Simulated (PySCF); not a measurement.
**What settings do to a single point of [Ce(H2O)2]3+**

The sound run of [Ce(H2O)2]3+ (singlet in the valence; each metal's 4f electrons, 1 of them, lie in its core potential, out of spins and levels) uses PySCF 2.14.0, RKS PBE0, Ce lcecp-1-SVP with ECP47, O def2-SVP, H def2-SVP; non-relativistic Hamiltonian with scalar-relativistic core potentials where named; density fitting; no spin-orbit coupling, grid (50, 194), threshold 1e-8 Eh and 55 cycles, at the relaxed geometry:

```xyz
7

Ce    0.0128   -1.0894    0.0004
O    -0.0830    0.1791    1.9671
H     0.1087    1.1411    2.1080
H    -0.3139   -0.1307    2.8801
O     0.0620    0.1822   -1.9665
H     0.3230   -0.1167   -2.8751
H    -0.1855    1.1305   -2.1142
```

There Ce1 has a Mulliken charge of 2.31 e and the dipole about the centre of mass is 2.37 D. Each run below changes one thing and starts from free metal ions and neutral atoms unless it says otherwise; with 55 cycles, smearing, a level shift and second-order steps follow where DIIS fails, and their cycles count. Energy shifts count from the sound run. On f atoms grids over 110 angular points are at least (60, 302).

```
         change        outcome  cycles  energy shift (eV)  largest force component (eV/Å)  charge on Ce1 (e)  dipole about the centre of mass (D)
threshold 0.001      converged       6             0.0001                            0.01               2.31                                 2.35
  cycle limit 3  not converged       3                  –                               –                  –                                    –
 grid (99, 590)      converged      11            -0.0007                            0.02               2.31                                 2.37
```

Task: How does the run with this change end: start from the bare core Hamiltonian, limit 64 cycles?

Result: outcome converged, cycles 12, energy shift (eV) 0.0000, largest force component (eV/Å) 0.02, charge on Ce1 (e) 2.31, dipole about the centre of mass (D) 2.37.

Forces carry noise of the integration grid, about 0.01 to 0.03 eV/Å.

An lcecp potential fixes the number of 4f electrons, so in runs with it no electron can move into or out of that shell.
